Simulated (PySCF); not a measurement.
## Which orbitals make which state

Compound: Sn(vinyl)3(OEt), C₈H₁₄OSn.
Cartesian coordinates in Å at the PBE0-D3(BJ)/def2-SVP level; atoms count from 1:
```xyz
24
C8H14OSn angstrom
Sn     0.162    0.367    0.205
C      0.024    0.096    2.310
C      0.461    0.987    3.205
H     -0.427   -0.841    2.658
H      0.921    1.939    2.915
H      0.379    0.810    4.285
C      2.185    0.312   -0.479
C      3.190    0.030    0.355
H      2.408    0.525   -1.532
H      3.022   -0.188    1.417
H      4.234    0.003    0.019
C     -0.883    2.113   -0.443
C     -1.641    2.820    0.400
H     -0.788    2.447   -1.484
H     -1.768    2.531    1.450
H     -2.175    3.724    0.082
O     -0.776   -1.259   -0.484
C     -0.822   -1.552   -1.851
C     -1.540   -2.869   -2.056
H     -1.349   -0.758   -2.422
H      0.198   -1.622   -2.289
H     -1.592   -3.133   -3.124
H     -1.015   -3.675   -1.521
H     -2.564   -2.810   -1.657
```

Level of theory: TDDFT B3LYP/def2-SVPD, vertical, gas phase, core orbitals frozen in the response, def2 core potentials past Kr in PySCF 2.14.0, density-fitted response routines. Spin–orbit coupling is left out.

Orbital energies (eV): HOMO-3 -7.90, HOMO-2 -7.64, HOMO-1 -7.35, HOMO -6.83, LUMO -1.08, LUMO+1 -0.76, LUMO+2 -0.31.

Problem. Among the lowest singlets, which states do these configurations lead, and at what energies: HOMO-1→LUMO+1, HOMO-1→LUMO, HOMO→LUMO, HOMO→LUMO+1?

Solution. 

```
state  leading configuration  weight  Δε (eV)  E (eV)  E − Δε (eV)       f  other configurations
   S1              HOMO→LUMO    0.97     5.75    4.81        -0.94  0.0002                     –
   S2            HOMO→LUMO+1    0.91     6.07    5.33        -0.74  0.0001                     –
   S3            HOMO-1→LUMO    0.79     6.27    5.55        -0.72   0.061            H→L+1 (8%)
   S6          HOMO-1→LUMO+1    0.86     6.60    5.83        -0.77  0.0094                     –
```

E − Δε runs from -0.94 to -0.72 eV. Among themselves, these states come in the order of their orbital differences. Δε is the difference of the two orbital energies.

H and L stand for HOMO and LUMO. The other states: S4 5.69 eV, f 0.010, H→L+2 (52%), H-2→L (32%); S5 5.70 eV, f 0.015, H-2→L (41%), H→L+2 (37%); S7 6.06 eV, f 0.0027, H-4→L+1 (64%), H-4→L (17%); S8 6.08 eV, f 0.0050, H-4→L (63%), H-4→L+1 (16%), H-2→L+1 (9%); S9 6.13 eV, f 0.025, H→L+3 (68%), H→L+4 (10%); S10 6.15 eV, f 0.0029, H-3→L (48%), H-1→L+2 (21%), H-6→L (10%).

Problem. Which computed triplets share their leading configuration (75% or more) with a singlet, and how far apart are the partners?

Solution. 

```
configuration  triplet  E(T) (eV)  singlet  E(S) (eV)  E(S) − E(T) (eV)
    HOMO→LUMO       T4       4.60       S1       4.81             +0.21
```

The 4 triplets are Tamm–Dancoff values, the singlets full response.

Summed over the main configurations (up to three a state, each over 8%) of all 10 singlets, the electron leaves HOMO with weight 3.63, HOMO-1 with weight 1.87, HOMO-4 with weight 1.61 and HOMO-2 with weight 0.81.

One conformer stands for the species.
